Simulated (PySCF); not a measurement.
Run record: core-ionisation job, trisilylarsane, `[SiH3][As]([SiH3])[SiH3]`.

Method: delta-SCF UKS SCAN, pcX-2 on the ionised atom, pcseg-1 elsewhere, spin-free X2C (PySCF 2.14.0). Geometry: PBE0-D3(BJ)/def2-SVP. The input is one job of a driver script: a line of settings, then coordinates in Å.

Input:
```
{"job": {"kind": "xps"}, "charge": 0, "multiplicity": 1}
Si    -0.493841     1.932143    -0.053227
As    -0.006417    -0.039630    -1.264224
Si     1.920623    -0.529373     0.017066
Si    -1.431665    -1.410426     0.049525
H      0.500310     2.978577    -0.440679
H     -0.440052     1.734759     1.428587
H     -1.864971     2.384732    -0.436187
H      2.992365     0.444685    -0.351694
H      2.367463    -1.912703    -0.326743
H      1.676362    -0.447835     1.490794
H     -0.627084    -2.335879     0.905648
H     -2.293142    -2.222503    -0.860280
H     -2.308711    -0.575569     0.927353
```

Output:
```
ground state, core basis on atom 0 (Si), 168 functions
  cycle   1  E = -3131.02933563  |g| = 2.02e-01
  cycle   2  E = -3131.02632237  |g| = 2.09e-01
  cycle   3  E = -3131.04126078  |g| = 5.98e-02
  cycle   4  E = -3131.04268725  |g| = 9.58e-03
  cycle   5  E = -3131.04272365  |g| = 2.00e-03
  cycle   6  E = -3131.04272424  |g| = 1.01e-03
  cycle   7  E = -3131.04272717  |g| = 2.18e-04
  E(ground) = -3130.99617990 Eh
hole in Si 1s of atom 0
  cycle   1  E = -3062.10389319  |g| = 4.35e+00
  cycle   2  E = -3061.78524082  |g| = 2.28e+00
  cycle   3  E = -3062.35516338  |g| = 9.81e-01
  cycle   4  E = -3063.03849945  |g| = 4.19e-01
  cycle   5  E = -3063.17257583  |g| = 1.07e-01
  cycle   6  E = -3063.17886648  |g| = 5.28e-02
  cycle   7  E = -3063.18096453  |g| = 1.64e-02
  cycle   8  E = -3063.18115870  |g| = 2.78e-03
  cycle   9  E = -3063.18116404  |g| = 1.17e-03
  cycle  10  E = -3063.18116709  |g| = 2.97e-04
  E(ion) = -3063.14218236 Eh   <S^2> = 0.7527   hole on atom = 1.000   binding energy = 1846.401 eV
hole in Si 2p of atom 0
  cycle   1  E = -3126.76256875  |g| = 1.23e+00
  cycle   2  E = -3126.33407173  |g| = 1.28e+00
  cycle   3  E = -3126.97980003  |g| = 3.78e-01
  cycle   4  E = -3127.09018656  |g| = 1.35e-01
  cycle   5  E = -3127.10304368  |g| = 4.50e-02
  cycle   6  E = -3127.10453375  |g| = 1.33e-02
  cycle   7  E = -3127.10465671  |g| = 3.97e-03
  cycle   8  E = -3127.10466913  |g| = 8.81e-04
  cycle   9  E = -3127.10466936  |g| = 4.26e-04
  E(ion) = -3127.06956114 Eh   <S^2> = 0.7535   hole on atom = 1.002   binding energy = 106.849 eV
  2p3/2 = 106.626 eV   2p1/2 = 107.249 eV
```

Cycles run on a coarse grid; E(ground) and E(ion) are re-evaluated on a finer one, so they differ from the last cycle. For a 2p shell the printed binding energy is that of one 2p hole without spin–orbit coupling; the 2p3/2 and 2p1/2 values follow from a further step that adds the ground-state splitting of the three 2p orbitals and a mean-field spin–orbit operator, and the shell mean corrects the one hole to the average of the three. Atoms in this output count from 0.

Question: How does the 1s binding energy of Si1 follow from the two total energies?

Answer: E(ion) − E(ground) = -3063.14218236 − (-3130.99617990) = 67.853998 Eh, times 27.211386 eV gives 1846.40 eV.

Summary of the converged run: Si1s of Si1 1846.40 eV; Si2p of Si1 106.83 eV (mean of the 2p shell); one atom stands for each set of equivalent ones.

Geometry: PBE0-D3(BJ)/def2-SVP; no solvent, vibrations or thermal averaging.

Question: How long does this job take on one thread, x86-64 server, on a shared host?

Answer: About 11 s.
Labels such as C1 count atoms from 1, the log's own numbers from 0.
